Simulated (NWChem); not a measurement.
# HgI cation; SMILES [Hg+][I]

Results from NWChem. The geometry was optimised at PBE0/def2-SVP. def2 effective core potentials on I, Hg; no spin-orbit coupling. B3LYP is NWChem's, with the RPA form of VWN correlation. Total energies of different functionals are on different scales.

| level | energy (Ha) | highest occupied level (eV) | orbital gap (eV) |
|---|---|---|---|
| B3LYP/def2-SVP | -451.0314 | -13.14 | 2.12 |
| PW6B95/def2-SVP | -451.1373 | -13.41 | 2.71 |
| Hartree-Fock/def2-SVP | -448.9033 | -15.51 | 7.97 |
| LRC-wPBEh/def2-SVP | -450.9106 | -15.14 | 5.98 |
